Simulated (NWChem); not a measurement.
System: C$_{4}$H$_{3}$Br; SMILES C#C/C=C\Br

```xyz
8

C      1.1523    -2.6704     0.0000
C      0.1244    -2.0246     0.0000
C     -1.0979    -1.3067     0.0000
C     -1.2379     0.0286     0.0000
Br     0.1817     1.2384     0.0000
H      2.0687    -3.2318     0.0000
H     -2.0223    -1.8965     0.0000
H     -2.2208     0.5028     0.0000
```
Atoms are numbered in this order, from 1.

Program: NWChem. Pople sets run with spherical d functions. Structure relaxed at the PBE0/def2-SVP level. B3LYP is NWChem's, with the RPA form of VWN correlation. GIAO values for the isolated, static molecule; σ is the absolute isotropic shielding, δ = σ(reference) − σ with the isolated reference molecule computed at the same levels (13C: tetramethylsilane, 1H: tetramethylsilane). Spin-orbit effects, on the heavy nuclei and on their neighbours, are missing.

```json
[
 {"level": "KT2/pcSseg-1", "δ C1 (ppm)": "89.2", "δ C2 (ppm)": "76.4", "δ C3 (ppm)": "113.0", "σ Br5 (ppm)": "2003.9", "δ H6 (ppm)": "3.76", "δ H7 (ppm)": "5.86", "δ H8 (ppm)": "6.22"},
 {"level": "B3LYP/6-311G**", "δ C1 (ppm)": "94.8", "δ C2 (ppm)": "79.2", "δ C3 (ppm)": "121.7", "σ Br5 (ppm)": "2017.2", "δ H6 (ppm)": "3.45", "δ H7 (ppm)": "5.95", "δ H8 (ppm)": "6.42"},
 {"level": "BHandHLYP/pcSseg-1", "δ C1 (ppm)": "98.7", "δ C2 (ppm)": "76.3", "δ C3 (ppm)": "125.5", "σ Br5 (ppm)": "2117.2", "δ H6 (ppm)": "3.72", "δ H7 (ppm)": "5.91", "δ H8 (ppm)": "6.47"}
]
```
